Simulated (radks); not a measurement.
All-electron atom: Sn XXXVIII in [Ne] 3s2 3p1 (the NIST ground configuration). Calculated with a radial shooting solver on a logarithmic mesh with Libxc functionals: scalar-relativistic Kohn-Sham, PBE, spin-unpolarised, spherical densities, point nucleus.

Normalised radial functions P(r) = r R(r), r in bohr:

r             2p       4s
0.001005  0.0051   0.0895
0.001277  0.0078   0.1103
0.001611  0.0118   0.1345
0.002048  0.0180   0.1642
0.002582  0.0271   0.1980
0.003283  0.0414   0.2382
0.00414   0.0623   0.2817
0.005263  0.0949   0.3305
0.006637  0.1419   0.3786
0.008437  0.2137   0.4248
0.01073   0.3188   0.4599
0.01353   0.4637   0.4729
0.0172    0.6717   0.4508
0.02169   0.9411   0.3795
0.02757   1.2970   0.2396
0.03477   1.7087   0.0342
0.0442    2.1723  -0.2370
0.05574   2.5939  -0.5114
0.07085   2.9025  -0.7195
0.09007   2.9659  -0.7292
0.1136    2.7182  -0.4520
0.1444    2.1589   0.1224
0.1821    1.4584   0.7513
0.2315    0.7798   1.0672
0.292     0.3259   0.6872
0.3712    0.0929  -0.3566
0.4681    0.0180  -1.3567
0.595     0.0019  -1.6245
0.7564    0.0001  -1.0822
0.954     0.0000  -0.4324
1.213     0.0000  -0.0910
1.529     0.0000  -0.0100

2p: eigenvalue -6076.2 eV, 0 radial nodes, <r> = 0.108 bohr, 90 % of the charge inside 0.174 bohr. 4s (empty): eigenvalue -1368.4 eV, 3 radial nodes at r = 0.0359, 0.138, 0.345 bohr, <r> = 0.557 bohr, 90 % of the charge inside 0.783 bohr.
